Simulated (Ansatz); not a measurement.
Calculated with Ansatz (gas phase, PBE0-D4/def2-TZVP geometries, no zero-point term in ΔE). CCSD(T)/CBS adds triple-zeta CCSD(T) − MP2 to the extrapolated MP2 energy (def2 sets, frozen cores). This one scheme is used for every species. For Se outer-core shells are correlated without core-valence functions, which leaves a few kJ/mol of doubt a bond. Scalar relativity is left out up to krypton. Each species was taken in one conformer, which may not be the lowest.

Consider the redistribution: `[SeH][SiH2][SeH]` + `[SiH3]P` → `[SiH3][SiH2][SeH]` + `P[SeH]`.

```csv
species,HF/def2-TZVPP energy (Eh)
`[SeH][SiH2][SeH]`,-5091.01584
`[SiH3]P`,-632.59825
`[SiH3][SiH2][SeH]`,-2981.24380
`P[SeH]`,-2742.34563
```

**Question.** Work out ΔE.

**Answer.** ΔE = (-2981.24380) + (-2742.34563) − (-5091.01584) − (-632.59825) = 0.02466 Eh = +0.67 eV. CCSD(T)/CBS gives +0.69 eV.

Largest T1 diagnostic among the species: 0.013.

Leaving LDA and LC-ωPBE aside and taking each functional with its dispersion term where it has one, the values, not all of them listed here, spread over 0.11 eV, from BLYP-D4 to PBE-QIDH. LDA lies +0.04 eV from PBE without D4. From PBE to PBE0 (25 % exact exchange), in def2-TZVPP and without D4, ΔE moves by +0.04 eV.
